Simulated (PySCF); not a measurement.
# Working with the constants of AsN

RHF-CCSD(T) constants of AsN, ¹Σ⁺ (singlet), closed shell (basis As def2-TZVPP, N def2-TZVPP; no relativity; PySCF 2.14; masses 74.9216 and 14.0031 u):

- ωe: 1064.1 cm⁻¹
- ωexe: 5.07 cm⁻¹
- Be: 0.53748 cm⁻¹
- αe: 0.00345 cm⁻¹
- D (centrifugal): 5.49e-07 cm⁻¹
- De to As + N: 4.62 eV

(1) Give the vibrational terms G(v) and spacings up to v = 6.

(2) How well does the Morse estimate ωe²/(4ωexe) reproduce De, and what is D0?

Correlated steps freeze 10 core orbitals. Where the molecule has an RHF reference, its open-shell atoms are computed with UHF.

Results:

(1) G(v) = ωe(v+½) − ωexe(v+½)².

| v | G(v) (cm⁻¹) | G(v) − G(v−1) | Bv (cm⁻¹) |
| --- | --- | --- | --- |
| 0 | 530.8 |  | 0.5358 |
| 1 | 1584.7 | 1054.0 | 0.5323 |
| 2 | 2628.6 | 1043.8 | 0.5289 |
| 3 | 3662.2 | 1033.7 | 0.5254 |
| 4 | 4685.8 | 1023.5 | 0.5220 |
| 5 | 5699.2 | 1013.4 | 0.5185 |
| 6 | 6702.4 | 1003.3 | 0.5151 |

(2) It gives 6.92 eV, 150 % of the computed De. D0 = De − G(0) = 4.62 − 0.07 = 4.55 eV.
